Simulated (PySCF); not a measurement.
C2H7B2P.
SMILES with atom numbers: `[BH2:1][PH2+:2][BH2-:3][C:4]#[CH:5]` (hydrogens: H6, H7 on B1; H8, H9 on P2; H10, H11 on B3; H12 on C5)
Bond orders are those of one Lewis drawing.

Method: PySCF 2.14.0, PBE0-D3(BJ)/def2-SVP geometry optimisation, gas phase; density fitting, grid level 1; the optimiser is geomeTRIC in internal coordinates, started from a GFN2-xTB structure with every atom displaced at random (about 0.01 Å).

Step 0: E = -12812.7574 eV
```
atom  x, y, z in Å  |  force x, y, z in eV/Å
B1     -1.8525    0.6986    0.0714   -0.763   1.456   0.248
P2     -0.8734   -0.7260   -0.4484    1.233  -0.906   0.217
B3      0.7871   -0.8837    0.5824    0.787   1.048   0.213
C4      1.6441    0.3671    0.1432   -2.797  -3.997   1.455
C5      2.2584    1.3099   -0.2062    2.179   3.259  -1.155
H6     -2.6765    0.6023    0.9066   -0.417  -0.200   0.497
H7     -1.6132    1.7773   -0.3649    0.168   0.269  -0.184
H8     -1.6211   -1.8659   -0.4166   -0.808  -1.038   0.255
H9     -0.6082   -0.6703   -1.7822    0.321   0.270  -1.303
H10     1.2766   -1.9174    0.2360   -0.030  -0.612  -0.255
H11     0.4705   -0.8662    1.7478   -0.198  -0.059   0.225
H12     2.8479    2.1461   -0.4781    0.324   0.510  -0.213
```

Problem. Estimate the geometry and energy of step 1. (The exact step hangs on the optimiser's Hessian estimate; all steps are aligned on step 0, rigid shifts and turns removed.)

Solution. E = -12813.0653 eV, largest force 0.556 eV/Å
```
atom  x, y, z in Å  |  force x, y, z in eV/Å
B1     -1.8526    0.7389    0.0823    0.073  -0.161  -0.075
P2     -0.8546   -0.7838   -0.4756   -0.170  -0.073  -0.253
B3      0.8383   -0.8759    0.6194   -0.216  -0.287  -0.133
C4      1.6330    0.3723    0.1682    0.380   0.387  -0.121
C5      2.2674    1.3485   -0.2041   -0.259  -0.299   0.131
H6     -2.6753    0.6094    0.9447   -0.058  -0.023   0.072
H7     -1.5521    1.8072   -0.3653    0.018   0.104  -0.042
H8     -1.7022   -1.9330   -0.4113    0.211   0.245   0.040
H9     -0.6070   -0.6697   -1.8774   -0.027  -0.022   0.324
H10     1.2739   -1.9594    0.2503    0.034   0.067   0.046
H11     0.4336   -0.8878    1.7680   -0.013   0.016   0.042
H12     2.8374    2.2051   -0.5083    0.028   0.045  -0.030
```

The energy changes by -0.3080 eV. The first-order estimate −F·Δx gives -0.7416 eV and the mean of the old and new forces, exact on a quadratic surface, -0.3248 eV. The step makes an angle of 63° with the force vector and moves no atom by more than 0.105 Å.

The cost below is that of the whole optimisation. Hardware: one thread, Arm Neoverse V1 (aarch64), no GPU, shared host with 64 logical CPUs at a one-minute load of 38. Cost: 26 s, 0.45 GiB resident at most.
